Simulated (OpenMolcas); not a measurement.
## W4+: moving or changing the point charges

W4+ among 6 point charges of -1.7 e arranged as an octahedron (Oh), 1.84 Å from the ion.
```
   1.8400    0.0000    0.0000  -1.70
   0.0000    1.8400    0.0000  -1.70
  -1.8400    0.0000    0.0000  -1.70
   0.0000   -1.8400    0.0000  -1.70
   0.0000    0.0000    1.8400  -1.70
   0.0000    0.0000   -1.8400  -1.70
```

| Property | Result |
| --- | --- |
| Program | OpenMolcas |
| Method | CASSCF |
| Basis | ANO-RCC-VTZP [8s7p5d3f2g1h] |
| Scalar Hamiltonian | DKH2, point nucleus |
| Active space | 2 electrons in 5 orbitals (5d) |
| State averaging | 2S+1 = 3 even, 10 roots; 2S+1 = 1 even, 15 roots |
| Spin-orbit coupling | RASSI with atomic mean-field integrals over the reference wave functions |

Runs around this geometry, states (labels of O, the rotations of Oh). Energies in cm-1 above the lowest state or level, χT in cm3 K/mol; under a threefold ground state the first gap can be a small split of the lowest multiplet, not the spin-orbit step; 10Dq and B are least-squares fits to the states below 45000 cm-1, weighted by degeneracy, with a free offset, and given where the rms deviation is under 5 % of |10Dq| (or 100 cm-1) and under 700 cm-1.

| R (Å) | q (e) | Ground state | First state of that spin | 10Dq | B (rms of fit) | First gap with spin-orbit (degeneracies) | χT at 300 K | First state of another spin |
| --- | --- | --- | --- | --- | --- | --- | --- | --- |
| 1.93 | -0.85 | 3T1 | 3T2 6669 | 7788 | 796 (91) | 978.7 (2, 3) | 0.069 | 1T2 11733 |
| 1.84 | -1.7 | 3T1 | 3T2 17709 | 19617 | 753 (235) | 590.1 (2, 3) | 0.054 | 1E 10783 |
| 2.04 | -1.7 | 3T1 | 3T2 10450 | 11995 | 785 (162) | 857.8 (2, 3) | 0.052 | 1T2 11602 |

Taking |10Dq| as R^-n, n = -ln(11995 / 19617) / ln(2.04 / 1.84) = 4.8 between the shortest and longest distance. The point-charge formula for a cubic d site gives n = 5.

An orbital triplet at a regular site is open to Jahn-Teller coupling, which can distort the site and quench the lowest spin-orbit gaps and is left out. Without dynamic correlation the repulsion within the d shell is too large (B by tens of per cent), so at a given field states of lower spin stand too high. This field is weak: 10Dq is about 7788 cm-1, while octahedral complexes of 5d ions of charge 3 and more, computed by the same method with explicit ligands, had a median near 35000 cm-1. Ground spin and moment need not be those of a real site (figures for R = 1.93, q = -0.85; the like holds for R = 1.84, q = -1.7, R = 2.04, q = -1.7). Point charges carry no covalency, so the field is a model and not that of real ligands. No measured value stands beside these numbers.
